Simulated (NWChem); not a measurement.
**Atomisation of H2OSSn**

```xyz
5

Sn     0.4495    -0.3822     0.0000
O      1.2790     1.4648     0.0000
H      0.6198     2.1869     0.0000
S     -1.9328     0.3816     0.0000
H     -2.4012    -0.8988     0.0000
```
Charge 0, spin multiplicity 1.

Program: NWChem. The geometry was optimised at PBE/def2-SVP with def2 effective core potentials on Sn, a minimum by its harmonic frequencies. It is one conformer; others weren't searched.

Basis set: def2-TZVP. The atomisation energy is electronic alone: no zero-point, thermal, spin-orbit or counterpoise terms. No value is extrapolated to the basis-set limit. Free atoms are single determinants with multiplicities Sn 3, O 3, H 2, S 3. Correlated methods freeze the same cores in atoms and molecule, 10 orbitals in all.

```
method  atomisation energy (kcal/mol)  relative cost
------  -----------------------------  -------------
PBE0                            354.5              1
B3LYP                           356.8        under 3
HF                              225.3        under 3
PBE                             370.7        under 3
M06-2X                          354.7        under 3
r2SCAN                          362.8        under 3
TPSS                            363.2        under 3
MP2                             352.0        under 3
```

The values span 145.3 kcal/mol, from HF (lowest) to PBE (highest). Costs are rough ratios of processor time within this set of runs, SCF included, with PBE0 as 1. Costs are the molecule's.

Effective core potentials replace the inner electrons of Sn; spin-orbit coupling is left out. B3LYP has NWChem's definition, with VWN1-RPA local correlation. The structure started from a generated list of species. No SCF solution was tested for a lower state. Open-shell Hartree-Fock references start from PBE0 orbitals; any time given for them includes that run.
